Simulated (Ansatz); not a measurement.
```xyz
12

Si    0.703   -1.143   -0.947
O     0.294    0.293   -1.630
C    -0.586    1.141   -1.005
C    -0.849    1.142    0.295
Ga   -0.013    0.068    1.727
H     1.849   -1.681   -1.707
H     1.211   -0.942    0.475
H    -0.441   -2.077   -0.870
H    -1.033    1.823   -1.722
H    -1.574    1.894    0.601
H    -0.742   -1.218    2.255
H     1.181    0.699    2.528
```

Charge 0, multiplicity 1.

(1) List the r2SCAN/def2-TZVPP orbital energies in eV (Ansatz). (An estimate is asked.)

Results:

(1) Ansatz gave: Occupied: -10121.86, -1792.36, -1244.07, -1100.51, -1100.40, -1100.40, -516.74, -274.82, -272.69, -147.63, -142.74, -100.61, -100.27, -100.27, -97.63, -97.60, -97.56, -27.81, -20.29, -20.07, -20.04, -20.04, -19.92, -19.36, -16.21, -13.54, -12.94, -12.08, -11.02, -10.59, -9.46, -9.08, -8.58, -7.57, -7.35, -6.06. Lowest empty: -1.48, -0.59, -0.39, 0.29, 0.68, 1.17, 1.89, 2.09.
